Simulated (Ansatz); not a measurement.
**The HOMO–LUMO gap down a group: B to In**

All atoms of one element are swapped for its congeners: B2N2H8 `[BH2-]1[NH2+][BH2-][NH2+]1`; Al2N2H8 `[NH2+]1[AlH2-][NH2+][AlH2-]1`; In2N2H8 `[NH2+]1[InH2-][NH2+][InH2-]1`. The Ga member is missing. All are singlets with charge 0.

Shapes, held fixed at every level: PBE0-D4/def2-TZVP. Programs: Ansatz 0.2.0. Values in eV.

| level | B2N2H8 | Al2N2H8 | In2N2H8 |
| --- | --- | --- | --- |
| SPW92/def2-TZVPP | 6.52 | 5.50 | 4.88 |
| PBE-D4/def2-TZVPP | 6.56 | 5.68 | 4.93 |
| r2SCAN-D4/def2-TZVPP | 7.54 | 6.49 | 5.64 |
| BHLYP-D4/def2-TZVPP | 10.71 | 9.64 | 8.55 |
| r2SCAN0-D4/def2-TZVPP | 9.41 | 8.22 | 7.31 |
| wB97X-V/def2-TZVPP | 13.07 | 11.99 | 10.72 |
| wB97M-V/def2-TZVPP | 12.46 | 11.38 | 10.16 |

At wB97M-V/def2-TZVPP the HOMO–LUMO gap falls at every step, from 12.46 to 10.16 eV. Every level shows the same order. For atoms past krypton def2 sets carry core potentials with scalar relativity. Orbital gaps aren't excitation energies, and the LUMO depends on the basis.
